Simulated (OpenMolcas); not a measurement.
**What dynamic correlation does to the levels of F IV**

```yaml
Program: OpenMolcas 26.06
Basis: ANO-R1 [3s2p1d]
Scalar_Hamiltonian: X2C, finite nucleus
Active_space: 2 electrons in 3 orbitals (2p)
State_averaging: 2S+1 = 3 even, 3 roots; 2S+1 = 1 even, 6 roots
Spin-orbit_coupling: RASSI with atomic mean-field integrals over the reference wave functions, term energies averaged over their components
```

Methods on the same reference wave functions:
A. CASSCF
B. SS-CASPT2, IPEA 0.25 Eh, imaginary shift 0.1 Eh (closed shells correlated: 1s 2s)

Energies in cm⁻¹ above 2s² 2p² ³P₀, the measured ground level; measured values from Moore, Atomic Energy Levels, vol. I, NSRDS-NBS 35 (1971 reprint of NBS Circular 467, 1949).

```json
{"Level": "2s² 2p² ³P₀", "A": "0.0", "B": "0.0", "Measured": "0.0"}
{"Level": "2s² 2p² ³P₁", "A": "224", "B": "225", "Measured": "225"}
{"Level": "2s² 2p² ³P₂", "A": "659", "B": "659", "Measured": "613"}
{"Level": "2s² 2p² ¹D₂", "A": "27963", "B": "26940", "Measured": "25241"}
{"Level": "2s² 2p² ¹S₀", "A": "68881", "B": "60780", "Measured": "53544"}
```

Deviations, from unrounded energies. A percentage is the sum of absolute deviations over the sum of measured energies, with the sign that they share, or ± where signs differ.

```csv
Against measurement,Levels,A,B
mean absolute deviation (cm-1),4,4500,2200
fine structure of the ground term (%),2,±5.5,±5.5
other terms of the ground configuration (%),2,+22.9,+11.3
```

B lies closest to measurement on these levels. The largest miss of B in the table is 2s² 2p² ¹S₀, by +7200 cm-1. The ranking rests on the paired levels alone, and a cruder setting can come out closer through cancelling errors.

From A to B the spin-free energies of the other terms of 2s² 2p² shown, above ³P, scale by factors of 0.88 to 0.96.

The lowest spin-free term lies below A's lowest term by 0.060 hartree in B.

CASPT2 does not keep the components of a term degenerate, so their means are used; among the terms shown or strongly mixed into the levels shown the widest spread is 73 cm-1 (2s² 2p² ¹D, B). With the s shell closed, the reference lacks s² → p² mixing. The basis is small and was not contracted for so high a charge. Computed and measured levels are paired by configuration, term and J; levels that our copy of the source lacks, or whose pairing is in doubt (as where it misses far off the trend of its configuration), stay unpaired and out of the deviations. Only configurations of the active space appear.
